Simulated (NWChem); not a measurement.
Species: C2H4ClFSi; SMILES F/C=C(/[SiH3])Cl

Program: NWChem. Medium grid unless said otherwise, to which SCAN and Minnesota functionals are sensitive. Structure relaxed at the B3LYP/6-31G* (spherical d) level. Hybrids' shares of exact exchange are those that their runs print; pure functionals count as 0. The functionals differ in more than this share.

```csv
row,share of exact exchange,orbital gap (eV)
PBE/def2-TZVP,0.00,4.81
BLYP/def2-TZVP,0.00,4.80
B3LYP/def2-TZVP,0.20,6.53
M06-2X/def2-TZVP,0.54,withheld
Hartree-Fock/def2-TZVP,1.00,13.48
```

**Question.** Fit a straight line of the last column on the one before it, predict the withheld value, and compare with the run.

**Answer.** 
1. Means of the 4 shown rows: x = 0.300, y = 7.405. Slope Σ(x − x̄)(y − ȳ)/Σ(x − x̄)² = 5.900/0.6800 = 8.676; intercept 4.802.
2. The shown rows scatter about the line by 0.006 (root mean square); the largest residual is +0.01, at PBE/def2-TZVP.
3. At x = 0.54 (M06-2X/def2-TZVP; inside the shown range) the line gives 9.49.
4. The run gives 9.13, -0.36 from the line.
